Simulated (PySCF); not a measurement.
Bonding in `C=C[SiH2]C[SiH2]Br`

C3H9BrSi2.
SMILES with atom numbers: `[CH2:1]=[CH:2][SiH2:3][CH2:4][SiH2:5][Br:6]` (hydrogens: H7, H8 on C1; H9 on C2; H10, H11 on Si3; H12, H13 on C4; H14, H15 on Si5)

Geometry (PBE0-D3(BJ)/def2-SVP, Å), atoms numbered from 1 in this order:
```xyz
15
C3H9BrSi2 angstrom
C     -1.8983    1.0568    1.5395
C     -0.6415    1.2835    1.1387
Si     0.3489    0.0376    0.1626
C      1.9627   -0.4450    1.0245
Si     3.3817    0.7626    0.9480
Br     2.8994    2.6338    2.0771
H     -2.4675    1.8018    2.1069
H     -2.4179    0.1169    1.3187
H     -0.1781    2.2449    1.3948
H      0.6935    0.5743   -1.1932
H     -0.4952   -1.1857   -0.0138
H      2.3314   -1.3710    0.5447
H      1.7509   -0.6929    2.0783
H      4.6130    0.2036    1.5760
H      3.6746    1.1623   -0.4580
```

Bond orders from the PBE0/pcSseg-1 density (PySCF). Isolated species at its PBE0-D3(BJ)/def2-SVP geometry (one conformer only). The calculation is non-relativistic, for bromine too.

(1) How far do the computed orders between heavy atoms stray from the drawn ones?

(2) Give the Mayer order of every bond, beside its length.

Answers

(1) The largest departure is 0.112, at Si3–C4 (drawn single, 0.888).

(2) 
```tsv
bond	drawn as	length (Å)	Mayer order
C1–C2	double	1.338	1.988
C2–Si3	single	1.867	0.905
Si3–C4	single	1.892	0.888
C4–Si5	single	1.865	0.942
Si5–Br6	single	2.238	0.906
C1–H7	single	1.096	0.951
C1–H8	single	1.096	0.953
C2–H9	single	1.098	0.927
Si3–H10	single	1.498	0.952
Si3–H11	single	1.497	0.956
C4–H12	single	1.106	0.925
C4–H13	single	1.103	0.924
Si5–H14	single	1.491	0.932
Si5–H15	single	1.491	0.937
```

Bonds between the same two heavy elements. C–Si: lowest Si3–C4 (0.888, 1.892 Å), highest C4–Si5 (0.942, 1.865 Å).

Task: Sum the orders of all bonds at each heavy atom with more than one neighbour and set the sums beside the valence in the SMILES.

Result: C1 3.892 (drawn 4), C2 3.820 (drawn 4), Si3 3.701 (drawn 4), C4 3.679 (drawn 4), Si5 3.717 (drawn 4). Orders between atoms that aren't bonded are not in these sums.

The Mayer order sums products of elements of PS (density times overlap matrix) between the two atoms' basis functions, so it depends on the basis set.

These values come from a run that also computed NMR shieldings. Time: 23 s. Hardware: one thread of an Arm Neoverse V2, shared host.
